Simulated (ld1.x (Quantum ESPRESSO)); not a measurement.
**u(r) = r·R(r): atom against pseudo-atom (N (Z = 7))**

Columns: radius, all-electron u(r) and pseudo u(r) of the 2p shell (level -7.09 eV) of nitrogen in the configuration [He] 2s2 2p3; PBE, scalar-relativistic, RRKJ scheme, ld1.x (Quantum ESPRESSO) 7.5.

```tsv
r (bohr)	all-electron	pseudo
0.125	0.1049	0.0266
0.250	0.2882	0.1027
0.375	0.4594	0.2181
0.500	0.5928	0.3573
0.625	0.6871	0.5026
0.750	0.7459	0.6369
0.875	0.7748	0.7457
1.000	0.7805	0.8198
1.125	0.7694	0.8556
1.250	0.7465	0.8552
1.375	0.7159	0.8252
1.500	0.6805	0.7746
1.625	0.6424	0.7133
1.750	0.6032	0.6498
1.875	0.5641	0.5902
2.000	0.5257	0.5377
2.125	0.4887	0.4928
2.250	0.4533	0.4541
2.375	0.4197	0.4198
2.500	0.3881	0.3881
2.625	0.3584	0.3584
2.750	0.3307	0.3307
2.875	0.3049	0.3049
3.000	0.2810	0.2810
3.125	0.2588	0.2588
3.250	0.2382	0.2382
```

Q: How many radial nodes do the two functions have?

A: The all-electron 2p function has n − l − 1 = 0; the pseudo-wave has 0.

Q: At about which radius was the pseudo-wave matched?

A: 2.50 bohr, where the columns begin to agree (steps of 0.12 bohr).

Q: Where does each function peak?

A: Outermost all-electron maximum near 1.00 bohr, pseudo maximum near 1.12 bohr (to the table’s step).

Q: Is the pseudo-wave norm-conserving?

A: Yes: the RRKJ scheme keeps the norm inside the radius equal to the all-electron one, which fixes the energy derivative of the logarithmic derivative at the level.
